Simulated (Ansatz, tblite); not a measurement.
Cost and result up the ladder for Cd₆H₁₈Se₆ (30 atoms). Total charge 0; singlet. Geometry: r2SCAN-D4/def2-SVP.

```xyz
30

Se   -0.307   -0.721   -3.601
Cd   -2.497    0.155   -2.319
Cd   -0.627   -3.180    1.081
Se   -2.126   -1.016    0.552
Se   -1.518    2.642   -2.074
Cd   -1.955    0.511    2.754
Cd    2.146   -0.828   -2.518
Se    1.570   -1.799    0.393
Se    2.281    1.838   -2.237
Cd    0.667    3.282   -0.652
Cd    2.213   -0.372    2.575
Se    0.393    1.475    1.879
H    -0.804   -3.458   -1.661
H    -0.616   -2.153   -3.714
H    -4.098   -0.391   -2.385
H    -0.948   -4.178   -1.455
H    -0.926   -4.713    1.691
H    -3.456   -1.600    0.784
H    -2.565    3.265   -1.254
H    -2.917    2.413    1.002
H    -3.370    2.555    1.598
H    -2.872    0.698    4.145
H     3.379   -1.974   -2.706
H     2.564   -2.875    0.525
H     3.555    1.969   -1.517
H     3.716    1.008    0.716
H     0.996    4.644    0.299
H     3.239   -0.597    3.882
H     4.234    0.944    1.271
H     0.647    2.455    2.946
```

Ansatz on 2 threads of AMD EPYC 7R13 on a shared host and a share (18 GiB) of an NVIDIA H100 80GB HBM3; xTB runs through tblite on one thread. Times are rough, summed over both states, and most runs start from the orbitals of an earlier one. PBE0-D4/def2-TZVP serves as the yardstick here, not as an exact answer. The other state is a doublet.

In the def2 sets Cd takes a core potential; there is no spin–orbit coupling. The xTB rows come from tblite. B3LYP takes the VWN-RPA correlation. Single mean-field runs in def2-TZVP are fitted with def2-universal-jkfit. In the singlet geometry the species has come apart into loosely held pieces. In the singlet, H13 and H16 lie 0.76 Å apart, H20 and H21 lie 0.76 Å apart, H26 and H29 lie 0.76 Å apart (atoms count from 1), so H2 has formed as a molecule. In the doublet geometry the species has come apart into loosely held pieces.

Run but left out: PBE-D4/def2-TZVP (charge +1 doublet: an occupied level 0.06 eV above an empty one).

Raw xTB energies of ions are shifted by several eV.

```json
{"level": "GFN2-xTB", "functions": "96", "wall time": "0.1 s", "vertical IE (eV)": "11.93", "difference from PBE0-D4/def2-TZVP (eV)": "3.71"}
{"level": "GFN1-xTB", "functions": "114", "wall time": "0.12 s", "vertical IE (eV)": "11.22", "difference from PBE0-D4/def2-TZVP (eV)": "3.00"}
{"level": "B3LYP-D4/def2-TZVP (with forces)", "functions": "636", "wall time": "33 s", "vertical IE (eV)": "8.15", "difference from PBE0-D4/def2-TZVP (eV)": "-0.08"}
{"level": "PBE0-D4/def2-TZVP", "functions": "636", "wall time": "40 s", "vertical IE (eV)": "8.23", "difference from PBE0-D4/def2-TZVP (eV)": "0.00"}
```
